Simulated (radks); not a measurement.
Values are calculated unless marked as measured or tabulated.
Problem. Species: Eu27+. Configuration: [Kr] (the NIST ground configuration). Level of theory: scalar-relativistic Kohn-Sham, Slater X-alpha with alpha = 0.667, spin-unpolarised, spherical densities, finite nucleus; Fermi nuclear charge, rms radius 5.1115 fm (a radial shooting solver on a logarithmic mesh with Libxc functionals). Some entries of the table are withheld. Estimate them.

orbital  occ.  eigenvalue (Ry)  r(max) (bohr)  <r^2> (bohr^2)
1s          2        -3618.267        0.01422       0.0006803
2s          2        -650.3651            (1)         0.01068
2p          6        -587.1507        0.06513        0.008581
3s          2              (2)         0.2280         0.06998
3p          6        -173.0995         0.2232             (3)
3d         10              (4)            (5)         0.05793
4s          2        -82.72154         0.5017          0.2997
4p          6        -75.53996            (6)          0.3190

Solution. 
(1) 2s r(max) (bohr): 0.08061
(2) 3s eigenvalue (Ry): -192.7905
(3) 3p <r^2> (bohr^2): 0.06968
(4) 3d eigenvalue (Ry): -147.1459
(5) 3d r(max) (bohr): 0.1819
(6) 4p r(max) (bohr): 0.5151
